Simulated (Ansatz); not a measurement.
Born–Oppenheimer molecular dynamics of BF2H3O (7 atoms, charge 0, multiplicity 1). It starts at the highest image of a converged band. Of that band: Beside the main top the profile has a ripple of under 15 meV (maxima at images 1, 3), which may be a very shallow well or noise. Neighbouring images differ by up to 1.9 eV, so the band resolves the path poorly. A vibrational analysis at the climbing image gives one clearly imaginary mode, 1204i cm⁻¹: a first-order saddle point.

Level of theory: RKS B3LYP-D4/def2-SVP (Ansatz).

```
ensemble                      : NVE (velocity Verlet)
time step                     : 0.5 fs
steps asked                   : 200
starting velocities drawn for : 300 K
seed                          : 9159
```

First frame:

```xyz
7
Properties=species:S:1:pos:R:3
B 0.099 0.219 0.030
F -0.021 -0.039 1.652
O 1.321 -0.125 -0.451
H 1.289 -0.880 -1.053
F -1.045 -0.197 -0.526
H 0.065 1.543 0.326
H 0.011 1.054 1.251
```

**Question.** What does the run give?

**Answer.** The run went to its last step.

| Quantity | Value |
| --- | --- |
| steps done | 200 |
| time covered | 100 fs |
| mean temperature over the second half | 2735 K |
| spread of the potential energy over the second half | 25.7 meV per atom |
| mean potential energy of the second half above the start | -224.8 meV per atom |

The conserved energy stayed within 0.41 meV per atom of its start (net change 0.055 meV per atom), so the integration is sound. The kinetic energy rose, since the run started high on the potential surface and went downhill. It ends in pieces (BF2HO + H2), so much of that is their flight and rotation, not heat. A run of 0.1 ps of so small a system gives no equilibrium averages. The orbitals stay closed-shell, which can raise the energy where a bond breaks towards radicals; this wasn't checked here.

**Question.** What happens to the structure?

**Answer.** Between its relaxed ends the band would form B1–H6, F2–H7 and break B1–F2, H6–H7. These pairs go: B1–H6 1.36 → 10.29 Å, F2–H7 1.16 → 10.41 Å, B1–F2 1.65 → 1.38 Å, H6–H7 1.05 → 0.71 Å. In the last frame they stand as before the step (other bonds may differ from the relaxed reactants and products). It ends as BF2HO + H2. Pairs count as bonded within 1.25 times the sum of covalent radii (0.12 Å more for H–H). Another seed would give other details.

**Question.** How do temperature and energy run in time?

**Answer.** 
| time (fs) | T (K) | potential energy less start (eV) | conserved less start (meV/atom) |
| --- | --- | --- | --- |
| 0 | 300 | 0.000 | 0.00 |
| 3 | 170 | 0.085 | 0.18 |
| 6 | 237 | 0.042 | 0.14 |
| 9 | 458 | -0.101 | 0.12 |
| 12 | 1045 | -0.481 | 0.09 |
| 15 | 1891 | -1.027 | 0.21 |
| 18 | 2781 | -1.604 | -0.02 |
| 21 | 3097 | -1.810 | -0.32 |
| 24 | 3071 | -1.791 | -0.09 |
| 27 | 3301 | -1.940 | -0.10 |
| 30 | 2858 | -1.652 | 0.18 |
| 33 | 2147 | -1.192 | 0.23 |
| 36 | 2186 | -1.220 | -0.13 |
| 39 | 2514 | -1.433 | -0.23 |
| 42 | 2512 | -1.428 | 0.19 |
| 45 | 2648 | -1.516 | 0.19 |
| 48 | 3176 | -1.860 | -0.23 |
| 51 | 3295 | -1.937 | -0.21 |
| 54 | 2752 | -1.584 | 0.15 |
| 57 | 2262 | -1.267 | 0.21 |
| 60 | 2309 | -1.299 | -0.11 |
| 63 | 2592 | -1.483 | -0.15 |
| 66 | 2841 | -1.643 | -0.11 |
| 69 | 2692 | -1.545 | 0.24 |
| 72 | 2824 | -1.631 | 0.14 |
| 75 | 3077 | -1.798 | -0.37 |
| 78 | 2693 | -1.548 | -0.25 |
| 81 | 2404 | -1.358 | 0.22 |
| 84 | 2609 | -1.491 | 0.23 |
| 87 | 2618 | -1.499 | -0.03 |
| 90 | 2565 | -1.465 | -0.11 |
| 93 | 2829 | -1.635 | -0.05 |
| 96 | 3136 | -1.833 | 0.03 |
| 99 | 3060 | -1.784 | 0.00 |

The run took 8 min on 1 thread of Intel(R) Xeon(R) Platinum 8175M CPU @ 2.50GHz (Skylake/Cascade Lake), with other jobs on the host, peak memory 0.13 GiB.
